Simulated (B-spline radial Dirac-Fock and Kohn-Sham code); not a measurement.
**Diagram lines of Tm³⁰⁺**

System: the Tm³⁰⁺ ion in the configuration [Kr] 4d3.

These are calculated numbers from a radial atomic solver; the model is Dirac-Fock ΔSCF + Breit + QED. A line energy is the difference of two single-hole energies; the list is a selection of electric-dipole transitions between resolved j subshells. Correlation and solid-state effects are left out.

```
        line  energy (keV)  wavelength (Å)
 Kβ2' (K-N3)        59.232         0.20932
Kβ2'' (K-N2)        59.171         0.20954
  Kβ1 (K-M3)        57.530         0.21551
  Kβ3 (K-M2)        57.318         0.21631
  Kα1 (K-L3)        50.735         0.24438
  Kα2 (K-L2)        49.765         0.24914
 Lγ3 (L1-N3)        9.9707          1.2435
 Lγ2 (L1-N2)        9.9098          1.2511
 Lγ5 (L2-N1)        9.3076          1.3321
 Lβ6 (L3-N1)        8.3385          1.4869
 Lβ3 (L1-M3)        8.2689          1.4994
 Lβ1 (L2-M4)        8.1304          1.5249
 Lβ4 (L1-M2)        8.0569          1.5388
  Lη (L2-M1)        7.3337          1.6906
 Lα1 (L3-M5)        7.2066          1.7204
 Lα2 (L3-M4)        7.1613          1.7313
  Lℓ (L3-M1)        6.3646          1.9480
 Mζ1 (M5-N3)        1.2903          9.6087
 Mζ2 (M4-N2)        1.2747          9.7262
```
